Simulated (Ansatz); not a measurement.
One change: `IC1=CC1` becomes `CC1=CC1`.

Ansatz, PBE0-D4/def2-TZVP geometries, multiplicity 1. 

Elements past krypton have def2 core potentials.  Spin–orbit coupling is left out; it splits and shifts lone-pair levels of the heavy atoms by tenths of an eV.

```
                                        property  `IC1=CC1`
         HOMO–LUMO gap (ωB97M-V/def2-TZVPP) / eV      10.27
             HOMO–LUMO gap (PBE/def2-TZVPP) / eV       4.21
size of the dipole moment (B3LYP/def2-TZVPP) / D       0.75
               LUMO energy (PBE/def2-TZVPP) / eV      -1.69
             LUMO energy (B3LYP/def2-TZVPP) / eV      -1.03
               HOMO energy (PBE/def2-TZVPP) / eV      -5.90
```

(1) Give the same properties after the change, and the shifts. (Best estimate.)

Results:

(1) Computed: 
```tsv
property	`CC1=CC1`	shift
HOMO–LUMO gap (ωB97M-V/def2-TZVPP) / eV	11.71	1.44
HOMO–LUMO gap (PBE/def2-TZVPP) / eV	5.15	0.94
size of the dipole moment (B3LYP/def2-TZVPP) / D	0.92	0.17
LUMO energy (PBE/def2-TZVPP) / eV	-0.54	1.15
LUMO energy (B3LYP/def2-TZVPP) / eV	0.28	1.31
HOMO energy (PBE/def2-TZVPP) / eV	-5.69	0.21
```

With PBE0 the HOMO rises by 0.16 eV and the LUMO rises by 1.31 eV, so the gap widens by about 1.15 eV. PBE moves the HOMO by 0.21 eV and ωB97M-V by 0.03 eV. The zero-point energy changes by 98.6 kJ/mol with +9 modes. Dipoles are sizes alone; their direction can turn.

B3LYP here is the variant with VWN-RPA as its local correlation; programs differ in this.
